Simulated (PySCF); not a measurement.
**Question.** Give a PBE0-D3(BJ)/def2-SVP geometry of `C[O][GeH2][O]C`.

**Answer.** 
```xyz
13
C2H8GeO2 angstrom
C     -1.910    0.681   -0.906
O     -1.177   -0.504   -1.060
Ge    -0.196   -1.128    0.280
O      1.102    0.027    0.642
C      2.085    0.308   -0.317
H     -1.259    1.566   -0.785
H     -2.525    0.832   -1.808
H     -2.594    0.647   -0.036
H     -1.017   -1.189    1.575
H      0.378   -2.447   -0.255
H      2.807    1.017    0.119
H      2.647   -0.595   -0.624
H      1.664    0.769   -1.229
```

Orientation and origin are arbitrary. Atoms count from 1 in this order. Ge3 (germanium bonded to 2 O and 2 H) is distorted tetrahedral (angles from 104.2° to 117.4°). O2 (oxygen bonded to C and Ge) is bent (angle 120.2°).

Bonds between heavy atoms (Å): C1–O2 1.401, O2–Ge3 1.775, Ge3–O4 1.775, O4–C5 1.402.

Computed, not measured: PBE0-D3(BJ)/def2-SVP geometry optimisation, gas phase (PySCF 2.14.0).

Whether it is a minimum is left open (no frequencies). One conformer, not necessarily the lowest (C1–O2–Ge3–O4 -64°, O2–Ge3–O4–C5 -63°).
